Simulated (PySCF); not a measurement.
# State search for RbHg⁺

Unrestricted PBE0; basis Rb def2-SVP with ECP28, Hg def2-SVP with ECP60; scalar-relativistic core potentials; PySCF 2.14. Outer shells of the fragments: Rb+ closed shells only; Hg 5d10 6s2.

Followed along the bond (rough minima from three points):

```tsv
2Ms+1	unpaired	⟨S²⟩ at the start	R at minimum (Å)	Te (eV)
1	none	0.00	3.80	0.00
3	σ ↑↑	2.00	none in the scan	≤ 4.84
```

Solutions found at the starting distance of 3.535 Å, counted from the lowest of them; the search is not exhaustive and high or unbound solutions are not listed, so other states can lie among these:

| 2Ms+1 | unpaired | term | E (eV) | ⟨S²⟩ | ⟨Lz²⟩ | μ (D) |
| --- | --- | --- | --- | --- | --- | --- |
| 1 | none | ¹Σ⁺ | 0.00 | 0.00 | 0.00 | -10.04 |
| 3 | σ ↑↑ | ³Σ⁺ | 5.11 | 2.00 | 0.00 | -7.66 |
| 3 | σ ↑, π ↑ | ³Π | 5.59 | 2.00 | 1.01 | -9.94 |
| 1 | σ ↑, π ↓ | mixed | 6.13 | 1.00 | 1.00 | -9.53 |
| 3 | σ ↑, δ ↑ | ³Δ | 9.40 | 2.00 | 4.00 | 4.88 |
| 3 | σ ↑, π ↑ | ³Π | 9.97 | 2.00 | 1.00 | -8.07 |

A term symbol is given only where ⟨S²⟩ and ⟨Lz²⟩ are close to those of a pure state; real π, δ and φ orbitals otherwise mix terms. A positive dipole points towards Hg; it is taken about the centre of mass and depends on that origin.

Spin–orbit coupling is left out. Counting both spins, an empty level lies below a filled one in some of these solutions, because spin and occupation are held.
